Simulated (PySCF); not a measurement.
K₂Br₂: fields on a plane

Level of theory: PySCF, PBE0, basis K def2-TZVP, Br def2-TZVP (no relativity, density fitting).

The singlet minimum has K–Br 3.049 Å (×4); Br–K–Br 98.3° (×2), K–Br–K 81.7° (×2).

The plane holds K1 at (0.00, 0.00), K2 at (3.99, 0.00), Br3 at (1.99, 2.31), Br4 at (1.99, -2.31) Å. Columns run from x = -1.95 to 6.15 Å, rows from y = 4.65 (top) to -4.35 Å, in steps of 0.3 Å. Other isomers or separated fragments may lie lower.

Task: Give the electron localisation function (set to 0 where the density is under 0.005 e/Å³). Lower edges of the bins: '0' 0.000, '1' 0.088, '2' 0.176, '3' 0.263, '4' 0.351, '5' 0.439, '6' 0.527, '7' 0.615, '8' 0.702, '9' 0.790; top 0.88.

Result: 
```
0000000000001110000000000000
0000000000123333210000000000
0000000012456665431000000000
0000000134678887753100000000
0000000246899999875310000000
0000002468999889986420000000
0000002578982226997531000000
0000013579935882898631000000
0000002579928881898620000000
0000000268952742997300000000
0000000027985238983000000000
0000111001799999830011100000
0002577620168987201577531000
0025899994015651028999863000
0037996599300210189749985100
0148959969600000499491996200
0148959969600000499491996200
0037996599300210189749985100
0025899994015651028999863000
0002577620168987201577531000
0000111001799999830011100000
0000000027985238983000000000
0000000268952742997300000000
0000002579928881898620000000
0000013579935882898631000000
0000002578982226997531000000
0000002468999889986420000000
0000000246899999875310000000
0000000134678887753100000000
0000000012456665431000000000
0000000000123333210000000000
```

Task: Give the lowest empty orbital (Å^-3/2) at -0.83 eV (cut at ±0.3; overall sign arbitrary). Every second row and column.

Result: 
```
 0.01  0.01  0.01  0.01  0.02  0.02  0.02  0.02  0.02  0.02  0.01  0.01  0.01  0.01
 0.02  0.02  0.02  0.02  0.02  0.02  0.02  0.02  0.02  0.02  0.02  0.02  0.02  0.02
 0.02  0.03  0.03  0.03  0.02  0.02  0.02  0.02  0.02  0.02  0.03  0.03  0.03  0.02
 0.03  0.04  0.04  0.04  0.03  0.01  0.00  0.00  0.01  0.03  0.03  0.04  0.04  0.04
 0.05  0.05  0.05  0.04  0.03 -0.02  0.00  0.06 -0.03  0.02  0.04  0.05  0.05  0.05
 0.06  0.07  0.06  0.05  0.03 -0.02 -0.09 -0.09 -0.03  0.02  0.04  0.06  0.07  0.06
 0.07  0.08  0.05  0.02  0.02  0.01 -0.02 -0.02  0.01  0.02  0.02  0.05  0.07  0.08
 0.08  0.08 -0.01 -0.12 -0.02  0.02  0.02  0.02  0.03 -0.01 -0.11 -0.03  0.07  0.08
 0.09  0.07 -0.05  0.07 -0.02  0.03  0.03  0.03  0.03 -0.01  0.16 -0.08  0.07  0.09
 0.08  0.08  0.03 -0.04  0.00  0.02  0.01  0.01  0.02  0.01 -0.04  0.02  0.07  0.08
 0.07  0.07  0.06  0.04  0.03  0.00 -0.05 -0.06 -0.01  0.02  0.04  0.06  0.07  0.07
 0.06  0.06  0.06  0.05  0.03 -0.02 -0.07 -0.05 -0.03  0.02  0.04  0.05  0.06  0.06
 0.04  0.04  0.04  0.04  0.03  0.00 -0.01 -0.01 -0.01  0.02  0.04  0.04  0.05  0.04
 0.03  0.03  0.03  0.03  0.03  0.02  0.01  0.01  0.02  0.03  0.03  0.03  0.03  0.03
 0.02  0.02  0.02  0.02  0.02  0.02  0.02  0.02  0.02  0.02  0.02  0.02  0.02  0.02
 0.01  0.02  0.02  0.02  0.02  0.02  0.02  0.02  0.02  0.02  0.02  0.02  0.02  0.01
```
